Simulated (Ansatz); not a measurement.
A structure relaxed at B3LYP-D4/def2-SVPD in Ansatz, charge -1, doublet:

```xyz
7

Mg   -2.4927   -1.9363    0.2660
Mg    0.5782   -0.3905    1.0070
Mg   -1.2313    0.7950   -2.0774
S    -0.8011   -2.0492    1.9112
S     1.6492    1.8373   -0.8985
S     0.3618    2.0274    0.8045
S     1.9360   -0.2836   -1.0128
```

Task: Give its formula and point group.

Result: the cluster Mg₃S₄⁻. Point group Cs (tolerance 0.1 Å).

Task: Summarise the bond lengths by kind (pairs closer than 1.2 times the sum of covalent radii, bridged metal pairs left out).

Result: 4 × Mg–S 2.34 to 2.44 Å; 2 × S–S 2.14 Å.

Another isomer (doublet) lies 2.48 eV lower at PBE0-D4/def2-TZVPD; other spin states weren't run for this one.
